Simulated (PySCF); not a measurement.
# Two-dimensional NMR puzzle

Compound of formula C10H12O. Correlations simulated from computed shifts and the bond graph:

HSQC (one-bond C–H):
```
  δH    δC
2.68  30.6
2.48  31.3
2.35  37.7
2.30   6.0
1.16  15.2
```

COSY cross peaks (H two or three bonds apart, from the bond graph; peaks can be absent where the dihedral angle is near 90°):
```
  δH    δH
2.68  1.16
2.48  2.35
```

HMBC (two and three bonds, from the bond graph):
```
  δH                               δC
2.68         191.8, 131.1, 31.3, 15.2
2.48  207.9, 191.8, 131.1, 37.7, 30.6
2.35        207.9, 191.8, 131.1, 31.3
2.30                      106.2, 77.8
1.16                      191.8, 30.6
```

Carbons without hydrogens: δ 207.9, 191.8, 131.1, 106.2, 77.8.

- σ from GIAO-PBE0/pcSseg-1
- coordinates at the GFN2-xTB level
- program: PySCF
- in vacuum, one computed conformer, relativity neglected, one averaged value for each set of equivalent atoms

δ = σ(ref) − σ, references computed at the same level: $^{1}$H, $^{13}$C against TMS.

Exchangeable hydrogens are left out of these lists.

Q: Which molecule is this?

A: SMILES CC#CC1=C(CC)CCC1=O.

Atoms are numbered as in `[CH3:1][C:2]#[C:3][C:4]1=[C:5]([CH2:6][CH3:7])[CH2:8][CH2:9][C:10]1=[O:11]` (H(Xn): hydrogen on atom n).

- δC 207.9 is C10, a ketone carbonyl carbon.
- δC 191.8 is C5, a β carbon of a C=C–C=O unit.
- δC 131.1 is C4, an α carbon of a C=C–C=O unit.
- δC 106.2 is C2, an alkyne carbon.
- δC 77.8 is C3, an alkyne carbon.
- δC 37.7 is C9, an sp3 CH2 α to a carbonyl (δH 2.35).
- δC 31.3 is C8, an allylic sp3 CH2 (δH 2.48).
- δC 30.6 is C6, an allylic sp3 CH2 (δH 2.68).
- δC 15.2 is C7, a methyl carbon (δH 1.16).
- δC 6.0 is C1, a propargylic methyl carbon (δH 2.30).
- HMBC from δH 2.68 reaches the proton-free carbons C5, C4.
- HMBC from δH 2.48 reaches the proton-free carbons C10, C5, C4.
- HMBC from δH 2.35 reaches the proton-free carbons C10, C5, C4.
- HMBC from δH 2.30 reaches the proton-free carbons C2, C3.
- COSY links 2.68–1.16, 2.48–2.35.

The shifts were computed for this structure.

Shifts are as computed. Against solution values, carbons near 30 ppm lie about +3 ppm off and those near 130 ppm about +5 ppm. Of 1211 compounds with measured shifts, 218 miss one by over three times the rms of a fit or turn the order of signals round; such compounds aren't used in these exercises.
